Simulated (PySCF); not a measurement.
**Computed properties of Ge(AsH2)(F)3 (AsF3GeH2), SMILES [F][Ge]([F])([AsH2])[F]**

Ge(AsH2)(F)3 (AsF₃GeH₂), SMILES [F][Ge]([F])([F])[AsH2]. Coordinates come from a B3LYP-D3(BJ)/def2-SVP optimisation. The structure was generated by enumeration, and PubChem lists no compound with its InChIKey, so it may never have been made. The values are those of a single conformer. All values are computed for the isolated molecule unless a solvent is named; none is compared with measurement here.

**Structure.** The optimised structure has Cs symmetry. All 15 harmonic modes at B3LYP-D3(BJ)/def2-SVP (PySCF) are real, so it is a minimum. With heavy atoms numbered as in [F:1][Ge:2]([F:3])([F:4])[AsH2:5], the shortest bond between them is F1–Ge2 at 1.730 Å and the longest Ge2–As5 at 2.416 Å.

**Vibrations.** The strongest infrared lines (harmonic, unscaled, degenerate partners summed) lie at 710 cm⁻¹ (95 km/mol, F 85 %, Ge 14 %), 744 cm⁻¹ (76 km/mol, F 73 %, Ge 26 %), 741 cm⁻¹ (76 km/mol, F 74 %, Ge 25 %). The softest mode is at 61 cm⁻¹ and the zero-point energy is 14.5 kcal/mol.

**Electronic structure.** r2SCAN/def2-TZVP (PySCF) places the frontier levels at -8.16 and -2.26 eV, a gap of 5.90 eV, and gives a dipole moment of 3.70 D and a mean polarisability of 57.7 bohr³. PBE/def2-TZVP (PySCF) at the same geometry gives -7.84 and -2.49 eV, so its gap is 0.55 eV narrower. An orbital gap is neither the optical nor the fundamental gap.

**Excitations.** TDDFT-PBE0/def2-SVPD (PySCF) has S1 at 6.35 eV (195 nm, f = 0.152, bright); the most intense of the 10 singlets computed lies at 7.66 eV (f = 0.32). T1 (TDA) is at 5.08 eV. TDDFT-PBE/def2-SVPD (PySCF) puts S1 at 5.87 eV. No vertical singlet excitation falls in the visible range (under 3.1 eV).

**NMR.** GIAO shifts at KT2/pcSseg-1 (PySCF) (non-relativistic, atoms alike by connectivity averaged): ¹H at 3.0 ppm against TMS; ¹⁹F at -116.3 ppm against CFCl3.
